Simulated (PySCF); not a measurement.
Spinor energies of Hg²⁺ (mercury, charge +2)

Start: [Xe] 4f14 5d9 6p1; 5d3/2 filled at m_j = -3/2, -1/2, +1/2, +3/2; 5d5/2 filled at m_j = -3/2, -1/2, +1/2, +3/2, +5/2; 6p3/2 filled at m_j = +3/2. Calculated with PySCF 2.14 in x2c-TZVPall-2c with one added diffuse shell each of s, p, d type (12s12p11d2f, 117 functions): generalised Hartree-Fock with the X2C-1e Hamiltonian and a Gaussian nucleus; spin-orbit coupling (SO) screened by Boettger's factors. This is a chosen level, not necessarily the ground level.

```json
{"spinor shell": "1s1/2", "electrons": "2", "ε, screened SO (eV)": "-83563.2", "weight of nominal j (screened SO)": "1.000", "rms radius, screened SO (bohr)": "0.0187"}
{"spinor shell": "2s1/2", "electrons": "2", "ε, screened SO (eV)": "-14980.9", "weight of nominal j (screened SO)": "1.000", "rms radius, screened SO (bohr)": "0.0755"}
{"spinor shell": "2p1/2", "electrons": "2", "ε, screened SO (eV)": "-14350.3", "weight of nominal j (screened SO)": "1.000", "rms radius, screened SO (bohr)": "0.0639"}
{"spinor shell": "2p3/2", "electrons": "4", "ε, screened SO (eV)": "-12397.1", "weight of nominal j (screened SO)": "1.000", "rms radius, screened SO (bohr)": "0.0720"}
{"spinor shell": "3s1/2", "electrons": "2", "ε, screened SO (eV)": "-3643.3", "weight of nominal j (screened SO)": "1.000", "rms radius, screened SO (bohr)": "0.193"}
{"spinor shell": "3p1/2", "electrons": "2", "ε, screened SO (eV)": "-3360.4", "weight of nominal j (screened SO)": "1.000", "rms radius, screened SO (bohr)": "0.184"}
{"spinor shell": "3p3/2", "electrons": "4", "ε, screened SO (eV)": "-2921.4", "weight of nominal j (screened SO)": "1.000", "rms radius, screened SO (bohr)": "0.201"}
{"spinor shell": "3d3/2", "electrons": "4", "ε, screened SO (eV)": "-2458.5", "weight of nominal j (screened SO)": "1.000", "rms radius, screened SO (bohr)": "0.176"}
{"spinor shell": "3d5/2", "electrons": "6", "ε, screened SO (eV)": "-2364.8", "weight of nominal j (screened SO)": "1.000", "rms radius, screened SO (bohr)": "0.180"}
{"spinor shell": "4s1/2", "electrons": "2", "ε, screened SO (eV)": "-858.03", "weight of nominal j (screened SO)": "1.000", "rms radius, screened SO (bohr)": "0.424"}
{"spinor shell": "4p1/2", "electrons": "2", "ε, screened SO (eV)": "-735.69", "weight of nominal j (screened SO)": "1.000", "rms radius, screened SO (bohr)": "0.429"}
{"spinor shell": "4p3/2", "electrons": "4", "ε, screened SO (eV)": "-628.22", "weight of nominal j (screened SO)": "1.000", "rms radius, screened SO (bohr)": "0.463"}
{"spinor shell": "4d3/2", "electrons": "4", "ε, screened SO (eV)": "-427.99", "weight of nominal j (screened SO)": "1.000", "rms radius, screened SO (bohr)": "0.475"}
{"spinor shell": "4d5/2", "electrons": "6", "ε, screened SO (eV)": "-407.20", "weight of nominal j (screened SO)": "1.000", "rms radius, screened SO (bohr)": "0.486"}
{"spinor shell": "5s1/2", "electrons": "2", "ε, screened SO (eV)": "-163.43", "weight of nominal j (screened SO)": "1.000", "rms radius, screened SO (bohr)": "0.968"}
{"spinor shell": "4f5/2", "electrons": "6", "ε, screened SO (eV)": "-146.79", "weight of nominal j (screened SO)": "0.999", "rms radius, screened SO (bohr)": "0.525"}
{"spinor shell": "4f7/2", "electrons": "8", "ε, screened SO (eV)": "-142.55", "weight of nominal j (screened SO)": "0.999", "rms radius, screened SO (bohr)": "0.527"}
{"spinor shell": "5p1/2", "electrons": "2", "ε, screened SO (eV)": "-121.39", "weight of nominal j (screened SO)": "0.999", "rms radius, screened SO (bohr)": "1.04"}
{"spinor shell": "5p3/2", "electrons": "4", "ε, screened SO (eV)": "-101.43", "weight of nominal j (screened SO)": "0.999", "rms radius, screened SO (bohr)": "1.13"}
{"spinor shell": "5d3/2", "electrons": "4", "ε, screened SO (eV)": "-41.926", "weight of nominal j (screened SO)": "0.973", "rms radius, screened SO (bohr)": "1.46"}
{"spinor shell": "5d5/2", "electrons": "5", "ε, screened SO (eV)": "-39.460", "weight of nominal j (screened SO)": "0.977", "rms radius, screened SO (bohr)": "1.52"}
{"spinor shell": "6p3/2", "electrons": "1", "ε, screened SO (eV)": "-18.976", "weight of nominal j (screened SO)": "1.000", "rms radius, screened SO (bohr)": "3.29"}
```

```tsv
quantity	screened SO
E (hartree)	-19638.21437
M_J	4
⟨J²⟩	20.059
⟨L²⟩	12.211
⟨S²⟩	2.188
```

Each row is a mean over spinors that exchange with the open shell spreads, by up to 5.280 eV (5p3/2).

⟨J²⟩ departs a little from M_J(M_J + 1) because the unrestricted spinors polarise the closed shells.

Breit and QED terms are absent; they matter most for the inner s and p1/2 levels.

Densities and radii are taken from the X2C orbitals without a picture-change correction, which distorts them close to the nucleus.
